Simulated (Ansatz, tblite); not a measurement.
Removing and adding an electron: Zn9O9H24. Charge 0, multiplicity 1. Geometry: r2SCAN-D4/def2-SVP. Ansatz, gas phase; energy differences of separate SCF runs; the oxidised species was run as a doublet alone; the reduced species was run as a doublet alone.

```tsv
atom	x (Å)	y (Å)	z (Å)
Zn1	-1.011	3.214	1.989
O2	1.615	2.787	0.087
O3	0.047	1.353	1.848
Zn4	-1.721	0.987	0.673
Zn5	1.134	2.020	-1.798
O6	-0.746	1.627	-1.075
O7	-1.698	-0.888	1.253
Zn8	-2.753	-2.681	0.731
Zn9	-1.656	0.387	-2.392
O10	-3.093	0.137	-0.895
Zn11	1.696	0.727	0.990
O12	1.782	0.252	-1.056
O13	1.164	-1.300	1.480
Zn14	-0.183	-2.068	0.278
Zn15	1.217	-1.212	-2.381
O16	-0.643	-1.205	-1.582
Zn17	3.306	-1.323	1.619
O18	1.660	-2.614	-0.894
H19	-0.268	3.925	0.682
H20	-1.267	3.645	3.463
H21	0.723	3.331	0.450
H22	2.362	3.397	0.181
H23	-0.038	0.979	2.737
H24	-2.460	2.347	1.197
H25	1.460	2.743	-3.114
H26	-1.142	2.516	-1.101
H27	-1.620	-0.945	2.216
H28	-3.431	-3.353	1.961
H29	-3.297	-2.129	-0.740
H30	-2.002	0.574	-3.877
H31	-3.985	0.498	-1.021
H32	-3.219	-0.953	-0.747
H33	3.244	0.536	1.474
H34	2.751	0.179	-1.109
H35	0.880	-1.376	2.403
H36	-1.100	-3.419	0.289
H37	1.689	-1.342	-3.837
H38	-1.174	-1.948	-1.920
H39	3.568	-1.790	0.046
H40	3.805	-1.823	3.006
H41	2.567	-2.255	-0.374
H42	1.835	-3.536	-1.140
```

The xTB rows come from tblite. Single mean-field runs in def2-SVP are fitted with def2-universal-jkfit. In the singlet, H19 and H21 lie 1.18 Å apart, H29 and H32 lie 1.18 Å apart, H39 and H41 lie 1.18 Å apart (atoms count from 1), so these atoms are partly bonded to each other.

| level | −HOMO (eV) | vertical IE (eV) | −LUMO (eV) | vertical EA (eV) | HOMO–LUMO gap (eV) | IE − EA (eV) |
| --- | --- | --- | --- | --- | --- | --- |
| GFN1-xTB | 9.82 | 11.47 | 5.05 | 3.39 | 4.77 | 8.08 |
| GFN2-xTB | 10.79 | 12.41 | 6.92 | 5.17 | 3.87 | 7.24 |

Q: Estimate the rows for PBE-D4/def2-SVP, PBE0-D4/def2-SVP.

A: 
```json
{"level": "PBE-D4/def2-SVP", "−HOMO (eV)": "5.84", "vertical IE (eV)": "–", "−LUMO (eV)": "1.77", "vertical EA (eV)": "0.22", "HOMO–LUMO gap (eV)": "4.07", "IE − EA (eV)": "–", "remarks": "HOMO above zero (-1 doublet)"}
{"level": "PBE0-D4/def2-SVP", "−HOMO (eV)": "7.08", "vertical IE (eV)": "8.44", "−LUMO (eV)": "0.87", "vertical EA (eV)": "-0.20", "HOMO–LUMO gap (eV)": "6.21", "IE − EA (eV)": "8.64", "remarks": "HOMO above zero (-1 doublet)"}
```

Run but left out: PBE-D4/def2-SVP (charge +1 doublet: an occupied level 0.08 eV above an empty one).   A HOMO above zero means that the electron is unbound at that level or that self-interaction error raises the level; the energy of removing that electron tells which. Raw xTB energy differences between charge states are shifted by several eV; the methods need an empirical correction for them. Sets without diffuse functions give affinities that are too small. A negative affinity means that the extra electron isn't bound; its size then hangs on the basis.
